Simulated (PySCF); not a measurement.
# Exercise with solution: oscillator strength and radiative lifetime

Al(H)(NH2)2 (AlH5N2), SMILES [NH2][AlH][NH2].

Geometry optimised at B3LYP-D3(BJ)/def2-TZVP. Other conformers were not sampled.

TDDFT-CAM-B3LYP/def2-SVPD (PySCF 2.14.0) puts the first singlet state with f over 0.02 at 6.55 eV (vertical), with the transition dipole (-0.919, 0.000, 0.000) in atomic units.

### Question
Find the oscillator strength, the wavelength and the radiative lifetime that this transition would have in vacuum if emission retraced absorption.

### Answer

|μ|² = 0.8446 au, so |μ| = 2.34 D. ΔE = 6.55/27.211 = 0.2407 hartree. f = (2/3) ΔE |μ|² = 0.136 (the program prints 0.136).
λ = 1239.84/6.55 = 189 nm; ν = 52829 cm⁻¹.
Einstein's coefficient A = 0.6670 ν² f s⁻¹ (ν in cm⁻¹) = 2.5e8 s⁻¹, so τ = 1/A = 4.0 ns. This state is S2; the lower singlet has f = 0.000. The figure is the radiative limit of this one transition; relaxation, internal conversion, crossing to triplets and a medium change what is measured.
